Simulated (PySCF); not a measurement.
2-methylbut-2-ene (C5H10), SMILES CC=C(C)C. Atoms are numbered in the order given.

```xyz
15

C     -0.0788     2.1101     0.0000
C     -0.6770     0.7347     0.0000
C     -0.0422    -0.4507     0.0000
C      1.4548    -0.6206     0.0000
C     -0.8163    -1.7446     0.0000
H     -0.4101     2.6845     0.8833
H      1.0201     2.1043     0.0000
H     -0.4101     2.6845    -0.8833
H     -1.7743     0.7095     0.0000
H      1.7796    -1.1985     0.8835
H      1.7796    -1.1985    -0.8835
H      2.0020     0.3311     0.0000
H     -1.9032    -1.5755     0.0000
H     -0.5637    -2.3575     0.8839
H     -0.5637    -2.3575    -0.8839
```
Charge 0, spin multiplicity 1.

Geometry optimised at B3LYP-D3(BJ)/def2-SVP.

These are CAM-B3LYP/def2-TZVP run with PySCF values and carry that method's errors.

Gas-phase values at a fixed geometry.

### Question
Estimate the frontier levels, gap, dipole moment and polarisability. (Estimate from the structure and the level; the computed values follow.)

### Answer

```
Item                                                                                                            Value
---------------------------------------------------------------------------------------------  ----------------------
highest occupied level                                                                                       -7.90 eV
lowest empty level                                                                                            1.90 eV
orbital gap                                                                                                   9.80 eV
dipole moment                                                                                                  0.20 D
quadrupole, principal values (traceless, Buckingham form, about the centre of nuclear charge)   -2.00, 0.49, 1.51 D·Å
mean static polarisability                                                                       63.7 bohr³ (9.44 Å³)
polarisability, principal values                                                               48.5, 60.4, 82.2 bohr³
```
